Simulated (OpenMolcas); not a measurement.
neutral nitrogen: Slater's ratio, thermal populations, worked from levels

```json
{"Program": "OpenMolcas 26.06", "Basis": "ANO-L-VTZP [4s3p2d1f]", "Scalar Hamiltonian": "non-relativistic, point nucleus", "Active space": "5 electrons in 4 orbitals (2s 2p)", "State averaging": "2S+1 = 4 odd, 1 root; 2S+1 = 2 odd, 8 roots; 2S+1 = 4 even, 3 roots", "Spin-orbit coupling": "RASSI with atomic mean-field integrals over the reference wave functions, term energies averaged over their components"}
```

Methods: CASSCF; SS-CASPT2, IPEA 0.25 Eh, imaginary shift 0.1 Eh (closed shells correlated: 1s). Measured levels: NIST Handbook of Basic Atomic Spectroscopic Data.

**Slater's ratio.** With one set of orbitals, p3 has 2D* - 4S* = 9 F2 and 2P* - 2D* = 6 F2 (F2 = F²/25), a ratio of 2/3. Term energies are centres of gravity, weighted by 2J + 1.

```json
{"Source": "CASSCF", "2D* - 4S*": "23053", "2P* - 4S*": "30372", "F2 from the first": "2561", "Ratio": "0.317"}
{"Source": "SS-CASPT2", "2D* - 4S*": "19984", "2P* - 4S*": "29517", "F2 from the first": "2220", "Ratio": "0.477"}
{"Source": "measured", "2D* - 4S*": "19228", "2P* - 4S*": "28839", "F2 from the first": "2136", "Ratio": "0.500"}
```

Energies in cm-1. A ratio away from 2/3 shows effects beyond one configuration with one set of orbitals, and in heavier atoms second-order spin-orbit shifts. In CASSCF the valence s occupation is 1.94 in 2P* against 2.00 in 2D*: mixing out of s² acts most on 2P* and pulls it down.

**Thermal populations.** Z = Σ (2J + 1) exp(-E/kT) with k = 0.695035 cm-1/K, over the levels below. No other level of either list lies under 83200 cm-1, which is above 7 kT at each temperature.

```json
{"Level": "2s2 2p3 4S* 3/2", "2J + 1": "4", "SS-CASPT2": "0.0", "measured": "0.0"}
{"Level": "2s2 2p3 2D* 3/2", "2J + 1": "4", "SS-CASPT2": "19980", "measured": "19233"}
{"Level": "2s2 2p3 2D* 5/2", "2J + 1": "6", "SS-CASPT2": "19980", "measured": "19224"}
{"Level": "2s2 2p3 2P* 3/2", "2J + 1": "4", "SS-CASPT2": "29520", "measured": "28839"}
{"Level": "2s2 2p3 2P* 1/2", "2J + 1": "2", "SS-CASPT2": "29520", "measured": "28839"}
```

```
T (K)  Z, SS-CASPT2  Z, measured levels  Ground level (%), SS-CASPT2  Ground level (%), measured levels
 8000         4.305               4.348                         92.9                               92.0
12000         5.085               5.186                         78.7                               77.1
```

At 12000 K, kT = 8340 cm-1, and the computed levels give Z = 4.000 + 0.364 + 0.547 + 0.116 + 0.058 = 5.085.

Term energies are means over components that CASPT2 splits; among the terms shown or strongly mixed into the levels shown the widest spread is 130 cm-1 (2s2 2p3 2D*, SS-CASPT2). Without dynamic correlation excited terms often stand tens of per cent too high (terms of higher spin than the ground term too low), and those without a measured partner can miss by more than the paired ones (holds for CASSCF). Computed and measured levels are paired by configuration, term and J; levels that our copy of the source lacks, or whose pairing is in doubt (as where it misses far off the trend of its configuration), stay unpaired and out of the deviations. Only configurations of the active space appear.

* marks odd parity.
